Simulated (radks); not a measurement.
Spherical jellium clusters: N electrons in a uniform positive sphere of charge N and radius rs N^(1/3), rs = 5.86 bohr. Calculated with a radial shooting solver with Libxc functionals: non-relativistic Kohn-Sham, PBEsol, spin-polarised, spherical densities. Levels are named by radial order and angular momentum (1s, 1p, 1d, 2s, ...), and open shells are averaged over m.

N = 8, configuration 1s2 1p6. This is the lowest configuration that the search found. Occupied levels:

| level | occupation | eigenvalue (eV) | <r> (bohr) |
|---|---|---|---|
| 1s | 2 | -2.9488 | 7.833 |
| 1p | 6 | -2.3753 | 9.130 |

Energy (eV): total -13.7075, kinetic 6.8736, external -177.82, Hartree 88.967, exchange-correlation -20.889, background 89.157.
